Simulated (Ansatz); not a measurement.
CH8AlBSn, SMILES `[BH2][SnH2][AlH][CH3]` at its PBE0-D4/def2-TZVP geometry, where that method's forces vanish. The species carries charge 0 and has multiplicity 1. Sn: def2 effective core potential.

```
atom    x (Å)    y (Å)    z (Å)
  B1  -2.5081   0.6198   1.0944
 Sn2  -0.6597   1.4978   0.2259
 Al3   1.2926  -0.3246   0.3133
  C4   1.6287  -1.5256  -1.1881
  H5  -3.2634  -0.0054   0.4109
  H6  -2.7218   0.6866   2.2682
  H7  -0.1601   2.8981   1.0779
  H8  -0.8937   1.9712  -1.4058
  H9   2.1690  -0.4544   1.6367
 H10   1.3460  -2.5480  -0.9102
 H11   1.0750  -1.2605  -2.0907
 H12   2.6955  -1.5549  -1.4327
```

Q: For each bond, give half the difference of the two atoms' forces along it (eV/Å; positive pushes the atoms apart) under PBE-D4, r2SCAN-D4, B3LYP-D4, ωB97M-V in def2-TZVPP. (Estimate.)

A: Computed: 
```csv
bond,length (Å),PBE-D4,r2SCAN-D4,B3LYP-D4,ωB97M-V
B1–Sn2,2.223,-0.12,-0.01,0.15,0.12
B1–H5,1.195,0.08,-0.03,-0.13,-0.12
B1–H6,1.195,0.08,-0.03,-0.14,-0.12
Sn2–Al3,2.672,0.00,0.01,0.01,-0.08
Sn2–H7,1.714,0.12,0.01,0.04,-0.06
Sn2–H8,1.715,0.12,0.01,0.03,-0.06
Al3–C4,1.952,-0.01,-0.02,0.08,0.06
Al3–H9,1.593,0.04,-0.03,-0.13,-0.12
C4–H10,1.097,0.12,0.00,-0.04,-0.04
C4–H11,1.092,0.10,-0.01,-0.04,-0.04
C4–H12,1.095,0.13,0.00,-0.03,-0.05
```

B3LYP here is the variant with VWN-RPA as its local correlation; programs differ in this.
